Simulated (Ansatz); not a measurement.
Cost against result

Saddle point of Si$_{2}$H$_{5}$SF, closed shell (Si₂H₅SF ([F][SiH]([SiH3])[SH]) → Si₂H₄S ([SiH3][SiH][S]) + HF; bonds formed: F2–H4; bonds broken: Si1–F2, S3–H4), PBE0-D4/def2-TZVP structure:

```csv
atom,x (Å),y (Å),z (Å)
Si1,-0.8676,0.8283,-0.0212
F2,-0.4241,-1.2475,-1.8330
S3,-0.6634,1.8868,-1.6616
H4,-0.3738,-0.3731,-2.1732
H5,-2.1855,0.7186,0.6691
Si6,0.8705,-0.2908,1.0765
H7,1.1640,0.4495,2.3338
H8,2.0613,-0.3074,0.1964
H9,0.4186,-1.6644,1.4132
```

Barriers are electronic and count from the start structure reached by relaxing down the imaginary mode.

Ansatz 0.2.0; basis: as named in each row; cores frozen in the correlated methods. B3LYP uses VWN-RPA correlation. Extrapolation: Hartree–Fock as exp(−7.88 √X), correlation as X^−2.97.

Times are rough, for one single point on 4 threads of a shared host (Intel Xeon).

The estimate by CCSD(T) at an estimated basis limit (MP2 extrapolated from triple and quadruple zeta, plus CCSD(T) − MP2 in triple zeta) is 51.84 kcal/mol.

```tsv
method	basis	time (s)	barrier (kcal/mol)	method less estimate
HF	STO-3G	under 1	82.84	30.99
SPW92	def2-SVP	under 1	48.15	-3.69
PBE-D4	STO-3G	under 1	72.07	20.23
PBE-D4	def2-SVP	1	45.38	-6.46
B3LYP-D4	6-31G	1	36.74	-15.10
PBE0-D4	def2-SVP	1	48.13	-3.71
SPW92	def2-TZVPP	2	49.97	-1.87
PBE-D4	def2-TZVPP	2	47.36	-4.48
BLYP-D4	def2-TZVPP	2	47.07	-4.77
B3LYP-D4	def2-TZVPP	3	50.38	-1.46
BHLYP-D4	def2-TZVPP	3	54.55	2.71
CCSD(T)	def2-SVP	3	47.63	-4.21
PBE0-D4	def2-TZVPP	3	51.00	-0.84
CAM-B3LYP-D4	def2-TZVPP	4	53.76	1.92
r2SCAN0-D4	def2-TZVPP	4	53.74	1.90
r2SCAN-D4	def2-TZVPP	4	51.97	0.12
wB97M-V	def2-SVP	5	49.88	-1.96
RPA on PBE	def2-TZVPP	5	51.10	-0.74
PBE-QIDH	def2-TZVPP	6	53.34	1.49
B97M-V	def2-TZVPP	6	51.88	0.04
B2PLYP	def2-TZVPP	6	51.40	-0.45
wB97X-V	def2-TZVPP	6	54.60	2.75
wB97M-V	def2-TZVPP	8	52.27	0.42
MP2	def2-QZVPP	20	51.73	-0.11
CCSD(T)	def2-TZVPP	51	51.71	-0.13
```

All methods are single points on the PBE0-D4 structures.

T1 diagnostic: at most 0.018.

Labels in which every atom is bracketed show which atoms are joined, not bond orders.
